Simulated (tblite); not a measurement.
Compound: C₂H₅ClOSi.
Z-matrix (Å and degrees, GFN2-xTB geometry), rows numbered from 1:
```
Si
O   1  1.6348
C   2  1.3394  1  131.89
C   3  1.3272  2  121.21  1  -179.91
Cl  4  1.7142  3  121.38  2  -179.99
H   1  1.4639  2  110.33  3   -60.33
H   1  1.4640  2  110.34  3    59.99
H   1  1.4513  2   98.41  3   179.83
H   3  1.0833  2  117.34  1     0.07
H   4  1.0774  3  123.45  2    -0.07
```

Calculated harmonic vibrations of the isolated species, GFN2-xTB (tblite), most abundant isotopes, no scaling. This tight-binding method is rough: wavenumbers can miss measured ones by several per cent, in bad cases by 10 to 20. Modes of hydrogen on silicon can be 10 to 20 % off. One conformer, not necessarily the lowest.

Harmonic wavenumbers (cm⁻¹): 37.2, 92.7, 113.9, 276.0, 299.6, 343.7, 594.8, 631.4, 697.7, 739.9, 771.1, 797.9, 825.7, 869.6, 970.1, 1167.8, 1215.9, 1293.7, 1670.6, 2241.5, 2269.9, 2373.0, 3035.3, 3101.6.

A = 25901, B = 961.8, C = 937.1 MHz; mass 107.980 u (most abundant isotopes); point group Cs, symmetry number 1.

Q: What is the zero-point energy?

A: ½Σν̃ = 13215 cm⁻¹ = 37.78 kcal/mol.

Q: Give the ideal-gas entropy at 400 K and 1 bar in the rigid-rotor, harmonic-oscillator model (classical rotation).

A: Translation 41.43, rotation 27.90, vibration 24.83: S = 94.2 cal/(mol K).

Q: And Cp and H(400 K) − H(0)?

A: Cp = 30.87 cal/(mol K), of which vibrations give 22.92 (their classical limit is 24 R = 47.7); H(400 K) − H(0) = 8.08 kcal/mol without the zero-point energy, 4.90 from vibrations.

Q: What must be added to the electronic energy to get the Gibbs energy at 400 K and 1 bar?

A: ZPE + [H(400 K) − H(0)] − T·S = 37.78 + 8.08 − 37.66 = 8.20 kcal/mol.

Q: Which modes carry the vibrational entropy at 400 K?

A: 37.2 cm⁻¹: 5.99; 92.7 cm⁻¹: 4.18; 113.9 cm⁻¹: 3.77; 276.0 cm⁻¹: 2.08; 299.6 cm⁻¹: 1.93; 343.7 cm⁻¹: 1.69 cal/(mol K); the other 18 give 5.19 together.

Hindered rotation and anharmonicity are outside this model. Other conformers, if any are populated, would add a mixing term that is left out.
